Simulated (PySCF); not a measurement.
Compound: C₅H₉OPS.
SMILES with atom numbers: `[CH2:1]=[CH:2][C@@H:3]1[CH2:4][P@:5]1(=[S:6])[CH2:7][OH:8]`

Probes without a nucleus sit at each ring's centroid and 1 Å off its mean plane on both sides; NICS is minus the shielding there, NICSzz its component along the normal. Level: GIAO PBE0/pcSseg-1 (PySCF, non-relativistic, gas phase) on the GFN2-xTB geometry, one conformer.

Ring bond lengths (Å), with Mayer bond orders in brackets: C3–C4 1.550 (0.87), C4–P5 1.817 (0.86), P5–C3 1.852 (0.80).

**Question.** What do the NICS probes read (ppm)?

**Answer.** 
| ring | type | NICS(0) | NICS(1), two faces | NICS(1)zz, two faces | rms pucker (Å) | centre to ring atoms, mean (Å) |
| --- | --- | --- | --- | --- | --- | --- |
| C3–C4–P5 | 3-membered ring with P; formal bonds all single | -26.2 | -6.8 / -6.3 | -14.2 / -13.0 | 0.00 | 1.00 |

**Question.** What do they say, and how far can they be read as aromaticity?

**Answer.** 
- C3–C4–P5: mean NICS(1)zz -13.6 ppm, shielded. C3, C4, P5 have four or more neighbours, so the value isn't read as a sign of a π ring current. NICS(0) lies 20 ppm below the mean NICS(1).

**Question.** What is the mean of the two in-plane components of NICS at the first NICS(1) probe listed for ring C3–C4–P5, 1 Å off the ring?

**Answer.** The isotropic value is a third of the trace: (3 × -6.8 − (-14.2))/2 = -3.1 ppm.

The values belong to the conformer `[CH2:1]=[CH:2][C@@H:3]1[CH2:4][P@:5]1(=[S:6])[CH2:7][OH:8]`: C1–C2–C3–C4 -154°, C4–P5–C7–O8 101°, H–O8–C7–P5 54°.
